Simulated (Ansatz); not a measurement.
GaOF₃H₂⁻, that is Ga(H2O)F3 with one electron more. Charge -1, multiplicity 2. Geometry PBE-D4/def2-SVP, that of the neutral singlet; atoms count from 1.

```xyz
7

Ga   -0.729    0.306    0.381
O     1.187   -0.050   -0.351
H     1.008   -0.174   -1.309
H     1.381   -0.948   -0.002
F    -0.728    1.817    1.274
F    -0.728   -1.226    1.272
F    -1.390    0.275   -1.265
```

The highest occupied level of the charge -1 doublet lies above zero (up to 1.17 eV). By energy differences its removal costs 0.22 eV (vertical, to the charge 0 singlet, at PBE0-D4/def2-TZVPD); a positive level beside a positive removal energy at the same level points to self-interaction error.

Q: Estimate the Mulliken populations from the PBE0/def2-TZVPD orbitals of Ansatz.

A: 
```json
{"atom": "Ga1", "charge (e)": "-0.70", "spin (α − β)": "1.62"}
{"atom": "O2", "charge (e)": "0.10", "spin (α − β)": "-0.58"}
{"atom": "H3", "charge (e)": "0.31", "spin (α − β)": "0.08"}
{"atom": "H4", "charge (e)": "0.31", "spin (α − β)": "0.07"}
{"atom": "F5", "charge (e)": "-0.34", "spin (α − β)": "-0.04"}
{"atom": "F6", "charge (e)": "-0.33", "spin (α − β)": "-0.07"}
{"atom": "F7", "charge (e)": "-0.33", "spin (α − β)": "-0.08"}
```
Mulliken values and Mayer orders depend strongly on the basis. With diffuse functions, as here, like atoms can get unlike values, and bond orders can come out too low or too high.

Q: Where does the spin sit?

A: Summed by element: Ga 1.62, O -0.58, H 0.15, F -0.19, of 1 unpaired in all. Largest on single atoms: Ga1 1.62, O2 -0.58, H3 0.08.

Q: And the Mayer bond orders between bonded heavy atoms (over 0.3)?

A: Ga1–F5 0.58 (1.76 Å); Ga1–F6 0.44 (1.77 Å); Ga1–F7 0.42 (1.77 Å).
